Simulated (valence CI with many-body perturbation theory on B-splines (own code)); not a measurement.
## Level structure of Br XXXI

Level of theory: valence CI with perturbative core correlation (CI+MBPT): three valence electrons over a frozen Dirac-Fock core [He], radial functions for each j: 9 s, 9 p, 8 d, 6 f, 3 g, 1 h, with the one-electron correlation potential Σ1 (screened to all orders), the two-electron term Σ2, the three-electron term Σ3, Breit, model QED; selected single and double excitations, second order for the rest, scaled by the run's own slope (own B-spline code, finite nucleus).

No measured spectrum was set against this ion. As an estimate, large intervals hold to a few tenths of a per cent, small ones and those within an open d or f shell to about a per cent.

Levels 1 to 45 of 60, with energies above the lowest level, (2s^2 2p1/2) J=1/2. "Leading %" is the weight of the configuration and term that name the level; weights of strongly mixed levels are sums over their largest components and can fall short, so below about 35 % the name and the second component can differ from the true leading terms, or belong to a minority configuration. In the jj column 3d3/2^4 stands for four electrons in 3d with j = 3/2. Lifetimes count E1, E2, E3, M1 and M2 decay at the calculated energies, and are blank where another channel may lead or the interval is too uncertain; long ones can be off by a factor of two.

| No. | Configuration | Term | J | E (eV) | Leading % | g | Leading jj | Lifetime |
| --- | --- | --- | --- | --- | --- | --- | --- | --- |
| 1 | 2s²2p | ²P° | 1/2 | 0.0 | 99 | 0.656 | 2s^2 2p1/2 (99 %) |  |
| 2 | 2s²2p | ²P° | 3/2 | 54.0 | 98 | 1.327 | 2s^2 2p3/2 (98 %) | 1.35 μs |
| 3 | 2s2p² | ⁴P | 1/2 | 82.6 | 84 | 2.509 | 2s 2p1/2^2 (81 %) | 979 ps |
| 4 | 2s2p² | ⁴P | 3/2 | 116.2 | 97 | 1.706 | 2s 2p1/2 2p3/2 (97 %) | 11.0 ns |
| 5 | 2s2p² | ⁴P | 5/2 | 132.6 | 73 | 1.483 | 2s 2p1/2 2p3/2 (84 %) | 1.27 ns |
| 6 | 2s2p² | ²D | 3/2 | 166.1 | 83 | 0.885 | 2s 2p1/2 2p3/2 (93 %) | 24.1 ps |
| 7 | 2s2p² | ²P | 1/2 | 176.0 | 73 | 1.097 | 2s 2p1/2 2p3/2 (78 %) | 11.1 ps |
| 8 | 2s2p² | ²D | 5/2 | 190.9 | 73 | 1.302 | 2s 2p3/2^2 (84 %) | 78.6 ps |
| 9 | 2s2p² | ²S | 1/2 | 233.7 | 70 | 1.708 | 2s 2p3/2^2 (92 %) | 13.2 ps |
| 10 | 2s2p² | ²P | 3/2 | 235.0 | 83 | 1.254 | 2s 2p3/2^2 (90 %) | 8.64 ps |
| 11 | 2p³ | ⁴S° | 3/2 | 264.9 | 53 | 1.591 | 2p1/2^2 2p3/2 (88 %) | 13.2 ps |
| 12 | 2p³ | ²D° | 3/2 | 306.0 | 57 | 1.266 | 2p1/2 2p3/2^2 (92 %) | 12.8 ps |
| 13 | 2p³ | ²D° | 5/2 | 317.5 | 100 | 1.192 | 2p1/2 2p3/2^2 (100 %) | 16.3 ps |
| 14 | 2p³ | ²P° | 1/2 | 341.7 | 99 | 0.656 | 2p1/2 2p3/2^2 (99 %) | 9.01 ps |
| 15 | 2p³ | ²P° | 3/2 | 381.9 | 63 | 1.257 | 2p3/2^3 (96 %) | 8.45 ps |
| 16 | 2s²3s | ²S | 1/2 | 1971.3 | 96 | 1.998 | 2s^2 3s (96 %) | 99.8 fs |
| 17 | 2s²3p | ²P° | 1/2 | 2003.6 | 93 | 0.667 | 2s^2 3p1/2 (93 %) | 1.62 ps |
| 18 | 2s²3p | ²P° | 3/2 | 2018.7 | 91 | 1.337 | 2s^2 3p3/2 (91 %) | 1.17 ps |
| 19 | 2s2p3s | ⁴P° | 1/2 | 2034.9 | 92 | 2.515 | 2s 2p1/2 3s (97 %) | 101 fs |
| 20 | 2s2p3s | ⁴P° | 3/2 | 2044.5 | 79 | 1.644 | 2s 2p1/2 3s (85 %) | 91.9 fs |
| 21 | 2s²3d | ²D | 3/2 | 2047.4 | 96 | 0.798 | 2s^2 3d3/2 (96 %) | 13.4 fs |
| 22 | 2s²3d | ²D | 5/2 | 2052.1 | 96 | 1.198 | 2s^2 3d5/2 (96 %) | 14.5 fs |
| 23 | 2s2p3s | ²P° | 1/2 | 2055.2 | 93 | 0.739 | 2s 2p1/2 3s (91 %) | 143 fs |
| 24 | 2s2p3p | ⁴D | 1/2 | 2062.7 | 75 | 0.216 | 2s 2p1/2 3p1/2 (98 %) | 151 fs |
| 25 | 2s2p3p | ⁴D | 3/2 | 2071.3 | 61 | 1.203 | 2s 2p1/2 3p1/2 (88 %) | 143 fs |
| 26 | 2s2p3p | ⁴P | 3/2 | 2084.1 | 27 | 1.450 | 2s 2p1/2 3p3/2 (96 %) | 101 fs |
| 27 | 2s2p3p | ⁴P | 1/2 | 2085.6 | 62 | 2.148 | 2s 2p1/2 3p1/2 (88 %) | 107 fs |
| 28 | 2s2p3s | ⁴P° | 5/2 | 2087.6 | 98 | 1.593 | 2s 2p3/2 3s (98 %) | 73.8 fs |
| 29 | 2s2p3p | ²P | 1/2 | 2090.9 | 51 | 1.144 | 2s 2p1/2 3p3/2 (85 %) | 40.5 fs |
| 30 | 2s2p3p | ⁴D | 5/2 | 2091.8 | 71 | 1.377 | 2s 2p1/2 3p3/2 (85 %) | 1.35 ps |
| 31 | 2s2p3p | ²D | 3/2 | 2096.2 | 54 | 1.232 | 2s 2p1/2 3p3/2 (90 %) | 45.1 fs |
| 32 | 2s2p3s | ²P° | 3/2 | 2099.9 | 85 | 1.377 | 2s 2p3/2 3s (96 %) | 91.6 fs |
| 33 | 2s2p3d | ⁴F° | 3/2 | 2103.8 | 81 | 0.508 | 2s 2p1/2 3d3/2 (97 %) | 83.4 fs |
| 34 | 2s2p3d | ⁴F° | 5/2 | 2110.4 | 73 | 1.089 | 2s 2p1/2 3d3/2 (51 %) | 41.9 fs |
| 35 | 2s2p3d | ⁴P° | 5/2 | 2117.3 | 43 | 1.368 | 2s 2p1/2 3d5/2 (68 %) | 18.9 fs |
| 36 | 2s2p3d | ⁴D° | 3/2 | 2120.4 | 50 | 1.307 | 2s 2p1/2 3d3/2 (60 %) | 11.7 fs |
| 37 | 2s2p3d | ⁴F° | 7/2 | 2120.8 | 60 | 1.271 | 2s 2p1/2 3d5/2 (87 %) | 22.6 fs |
| 38 | 2s2p3d | ⁴D° | 1/2 | 2120.9 | 74 | 0.311 | 2s 2p1/2 3d3/2 (87 %) | 9.43 fs |
| 39 | 2s2p3p | ⁴P | 3/2 | 2123.9 | 51 | 1.586 | 2s 2p3/2 3p1/2 (96 %) | 119 fs |
| 40 | 2s2p3p | ⁴P | 5/2 | 2126.6 | 40 | 1.393 | 2s 2p3/2 3p1/2 (92 %) | 76.3 fs |
| 41 | 2s2p3d | ²D° | 3/2 | 2129.5 | 47 | 1.006 | 2s 2p1/2 3d5/2 (51 %) | 18.5 fs |
| 42 | 2s2p3d | ²F° | 5/2 | 2131.7 | 64 | 1.025 | 2s 2p1/2 3d5/2 (78 %) | 17.8 fs |
| 43 | 2s2p3p | ⁴D | 7/2 | 2132.4 | 100 | 1.423 | 2s 2p3/2 3p3/2 (100 %) | 30.0 ps |
| 44 | 2s2p3s | ²P° | 1/2 | 2134.8 | 94 | 0.719 | 2s 2p3/2 3s (89 %) | 69.0 fs |
| 45 | 2s2p3p | ²P | 3/2 | 2135.7 | 43 | 1.533 | 2s 2p3/2 3p3/2 (95 %) | 59.6 fs |

The ionisation energy to 2s² ¹S0 of the next ion comes out as 3524.2 eV (NIST: 3523.1 ± 2.2 eV (semi-empirical)). All 60 levels together are meant to be complete up to 2180.1 eV.
